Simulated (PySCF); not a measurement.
CH9NSi4, SMILES [SiH3][Si@H]1[SiH2]C=N[SiH2]1.

Coordinates come from a PBE-D3(BJ)/def2-SVP optimisation. The structure was generated by enumeration; whether it is a known compound was not checked.

The numbers are results of SMD-M06-2X/def2-SVP (PySCF), not measurements.

Solvation free energies are E(SMD) − E(gas) at the gas-phase geometry, for 1 M in both phases. In vacuum the dipole moment is 1.36 D.

```json
[
 {"solvent": "water", "ΔG(solv) (kcal/mol)": "2.6", "its non-electrostatic (CDS) part": "5.7", "dipole (D)": "1.95"},
 {"solvent": "acetone", "ΔG(solv) (kcal/mol)": "(withheld)", "its non-electrostatic (CDS) part": "(withheld)", "dipole (D)": "(withheld)"},
 {"solvent": "tetrahydrofuran", "ΔG(solv) (kcal/mol)": "-1.5", "its non-electrostatic (CDS) part": "1.0", "dipole (D)": "1.82"}
]
```

### Question
Fill in the missing entries. (The exact figures need the calculation; the answer reports its results.)

### Answer

- acetone, ΔG(solv) (kcal/mol): -2.2
- acetone, its non-electrostatic (CDS) part: 0.7
- acetone, dipole (D): 1.91
